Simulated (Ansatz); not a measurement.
The same path of H₂S₂Te (5 atoms, charge 0, multiplicity 1) was run 3 times with different band settings. Lost on the way: Te3–H5. Made: S2–H5.

These are results of Ansatz 0.2.0, UKS B3LYP/def2-SVP, not measurements.

Relaxed end points:

```xyz
5
Properties=species:S:1:pos:R:3
S -1.541 -0.936 0.191
S -0.615 0.944 0.121
Te 1.773 0.637 -0.389
H -1.864 -1.041 -1.125
H 2.248 0.396 1.202
```

```xyz
5
Properties=species:S:1:pos:R:3
S -1.072 -1.205 0.193
S 0.181 0.708 0.254
Te 2.104 0.846 -1.184
H -1.916 -0.644 -0.704
H 0.703 0.296 1.441
```

Common settings: spring 5.0 eV/Å²; start path through a guess of the saddle point; force threshold 0.03 eV/Å; iteration limit 60; end points relaxed.

| run | movable images | climbing image | optimiser |
| --- | --- | --- | --- |
| 1 | 5 | yes | quadratic models (default) |
| 2 | 5 | from the first iteration | fire |
| 3 | 4 | no | quadratic models (default) |

(1) What does each run give, and how far can it be trusted?

## Answers

(1) Run 1: converged after 9 iterations, highest image 1.464 eV above the first end. A vibrational analysis at the climbing image gives one clearly imaginary mode, 638i cm⁻¹: a first-order saddle point.
Run 2: converged after 54 iterations, highest image 1.466 eV above the first end. Another band between the same ends (5 images) ends at a top of the same energy, where a vibrational analysis finds 1 clearly imaginary mode.
Run 3: converged after 13 iterations, highest image 1.244 eV above the first end. No image climbed, so the highest image needn't sit at the top of the path.
The orbitals stay closed-shell, which can raise the energy where a bond breaks towards radicals; this wasn't checked here.
